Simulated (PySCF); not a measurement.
H₇Si₃, SMILES [SiH2]([SiH3])[SiH2] (connectivity only; charge and spin as stated), charge +1, multiplicity 1.

Geometry optimised at B3LYP-D3(BJ)/def2-SVP. The multiplicity is an assumed one; other spin states were not compared. The isomer is the one that the SMILES or the coordinates give; other isomers of the formula were not compared.

Method: B3LYP-D3(BJ)/def2-SVP (PySCF).

Frequencies are harmonic and unscaled.

Computed vibrational spectrum:
| mode | ν (cm⁻¹) | IR (km/mol) | moving atoms (share of kinetic energy) |
|---|---|---|---|
| 1 | 48 | 0.4 | H 91 %, Si 9 % |
| 2 | 69 | 5.4 | Si 79 %, H 21 % |
| 3 | 149 | 0.1 | H 95 % |
| 4 | 340 | 14.1 | H 94 % |
| 5 | 343 | 18.7 | Si 57 %, H 43 % |
| 6 | 371 | 1.5 | Si 74 %, H 26 % |
| 7 | 385 | 0.7 | H 96 % |
| 8 | 455 | 6.8 | Si 52 %, H 48 % |
| 9 | 577 | 5.6 | H 81 %, Si 19 % |
| 10 | 611 | 13.6 | H 84 %, Si 16 % |
| 11 | 654 | 39.7 | H 86 %, Si 14 % |
| 12 | 664 | 0.1 | H 94 % |
| 13 | 832 | 332.1 | H 93 % |
| 14 | 883 | 77.4 | H 96 % |
| 15 | 913 | 27.1 | H 97 % |
| 16 | 930 | 67.5 | H 97 % |
| 17 | 953 | 77.2 | H 94 % |
| 18 | 2238 | 7.1 | H 98 % |
| 19 | 2241 | 3.0 | H 99 % |
| 20 | 2251 | 14.5 | H 98 % |
| 21 | 2266 | 0.1 | H 95 % |
| 22 | 2270 | 18.5 | H 96 % |
| 23 | 2276 | 27.0 | H 95 % |
| 24 | 2288 | 15.7 | H 95 % |
